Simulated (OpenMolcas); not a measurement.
# Se⁺: effect of the basis set

```yaml
Program: OpenMolcas
Method: CASSCF
Active_space: 3 electrons in 3 orbitals (4p)
State_averaging: 2S+1 = 4 odd, 1 root; 2S+1 = 2 odd, 8 roots
Spin-orbit_coupling: RASSI with atomic mean-field integrals over the reference wave functions, term energies averaged over their components
```

A. ANO-RCC-VDZP [5s4p2d], DKH2, point nucleus; cost about 1.6 core-seconds
B. ANO-R1 [5s4p3d1f], X2C, finite nucleus; cost about 1.9 core-seconds
C. ANO-RCC-VTZP [6s5p3d1f], DKH2, point nucleus; cost about 2.8 core-seconds
D. ANO-RCC-VQZP [7s6p4d2f1g], DKH2, point nucleus; cost of the order of 3 core-seconds
E. ANO-R2 [6s6p4d3f1g], X2C, finite nucleus; cost about 3 core-seconds
F. ANO-R3 [7s6p5d4f2g], X2C, finite nucleus; cost about 5 core-seconds

Energies in cm⁻¹ above 4s² 4p³ ⁴S°_3/2, the measured ground level; measured values from NIST Handbook of Basic Atomic Spectroscopic Data.

```json
{"Level": "4s² 4p³ ⁴S°_3/2", "A": "0.0", "B": "0.0", "C": "0.0", "D": "0.0", "E": "0.0", "F": "0.0", "Measured": "0.0"}
{"Level": "4s² 4p³ ²D°_3/2", "A": "17438", "B": "17365", "C": "17454", "D": "17492", "E": "17499", "F": "17496", "Measured": "13168"}
{"Level": "4s² 4p³ ²D°_5/2", "A": "17843", "B": "17773", "C": "17852", "D": "17889", "E": "17903", "F": "17900", "Measured": "13784"}
{"Level": "4s² 4p³ ²P°_1/2", "A": "29510", "B": "29423", "C": "29530", "D": "29568", "E": "29586", "F": "29581", "Measured": "23038"}
{"Level": "4s² 4p³ ²P°_3/2", "A": "30056", "B": "29974", "C": "30064", "D": "30100", "E": "30126", "F": "30121", "Measured": "23895"}
```

Deviations, from unrounded energies. A percentage is the sum of absolute deviations over the sum of measured energies, with the sign that they share, or ± where signs differ.

| Against measurement | Levels | A | B | C | D | E | F |
| --- | --- | --- | --- | --- | --- | --- | --- |
| mean absolute deviation (cm-1) | 4 | 5200 | 5200 | 5300 | 5300 | 5300 | 5300 |
| other terms of the ground configuration (%) | 4 | +28.4 | +27.9 | +28.4 | +28.6 | +28.7 | +28.7 |

A, B, C, D, E, F lie about equally close to measurement. The largest miss of B in the table is 4s² 4p³ ²P°_1/2, by +6400 cm-1. The ranking rests on the paired levels alone, and a cruder setting can come out closer through cancelling errors.

Among A to F the level of the table that moves most is 4s² 4p³ ²P°_1/2, by 160 cm-1 (lowest in B, highest in E).

Without dynamic correlation excited terms often stand tens of per cent too high (terms of higher spin than the ground term too low), and those without a measured partner can miss by more than the paired ones. With the s shell closed, the reference lacks s² → p² mixing. Computed and measured levels are paired by configuration, term and J; levels that our copy of the source lacks, or whose pairing is in doubt (as where it misses far off the trend of its configuration), stay unpaired and out of the deviations. Levels of configurations outside the active space are missing.

° marks odd parity.
